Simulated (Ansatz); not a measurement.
Consider the cleavage of the Si–As bond: `OC[SiH2][AsH2]` + HBr → `OC[SiH2]Br` + `[AsH3]`.

Isolated molecules relaxed with PBE0-D4/def2-TZVP in Ansatz; ΔE leaves out vibrations. CCSD(T)/CBS adds triple-zeta CCSD(T) − MP2 to the extrapolated MP2 energy (def2 sets, frozen cores). DFT in def2-TZVPP. For As, Br outer-core shells are correlated without core-valence functions, which leaves a few kJ/mol of doubt a bond. Scalar relativity is left out up to krypton. One conformer a species, not always the lowest.

| level | ΔE (eV) |
| --- | --- |
| BLYP-D4 | -0.68 |
| B97M-V | -0.74 |
| ωB97M-V | -0.73 |
| PBE | -0.67 |
| r2SCANh | -0.72 |
| BHLYP | -0.76 |
| HF/CBS(def2) | -0.83 |
| MP2/CBS(def2) | -0.73 |

(1) What does CCSD(T)/CBS give? (Best estimate.)

Largest T1 diagnostic among the species: 0.011.

Answers

(1) The calculation gave: -0.70 eV. The listed levels differ from it by 0.02, -0.04, -0.03, 0.03, -0.02, -0.06, -0.13, -0.03 eV.

At CCSD(T), def2-SVP lies +0.04 eV from the extrapolated value and def2-TZVPP +0.03 eV. In def2-TZVPP, CCSD(T) changes the Hartree–Fock value by +0.15 eV (the triples alone add +0.01 eV) and MP2 by +0.12 eV. Leaving LDA and LC-ωPBE aside and taking each functional with its dispersion term where it has one, the values, not all of them listed here, spread over 0.10 eV, from B97M-V to revPBE-D4.
